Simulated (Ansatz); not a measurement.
The cluster Al2Sb, relaxed as a quartet with UKS PBE-D4/def2-TZVP in Ansatz, starting from the PBE-D4/def2-TZVP geometry of the neutral doublet. Force threshold 0.02 eV/Å.

In the def2 sets Sb takes a core potential; there is no spin–orbit coupling. At PBE-D4/def2-TZVP a doublet of charge 0 lies 0.60 eV below the quartet, each at its own geometry. The structure comes from a short search, and lower isomers may exist.

Start:

```csv
atom,x (Å),y (Å),z (Å)
Al1,0.3294,0.1436,1.4553
Al2,0.8275,0.7487,-1.0011
Sb3,-1.1569,-0.8922,-0.4543
```

```csv
step,energy (eV),largest force component (eV/Å),SCF passes
1,-19723.3906,0.676,18
2,-19723.4521,0.344,22
3,-19723.4582,0.051,24
4,-19723.4584,0.001,24
```

Force components are those of the run's own axes.

End:

```xyz
3

Al    0.2917    0.1073    1.5267
Al    0.8221    0.7516   -1.0893
Sb   -1.1137   -0.8589   -0.4374
```

By distances, no bond broke or formed. The bond that changes most is Al2–Sb3, from 2.63 to 2.60 Å (atoms count from 1).

No frequencies were taken in this run, so the end may be a saddle point.

It took 4.5 s on 4 threads of Arm Neoverse V1 on a shared host.
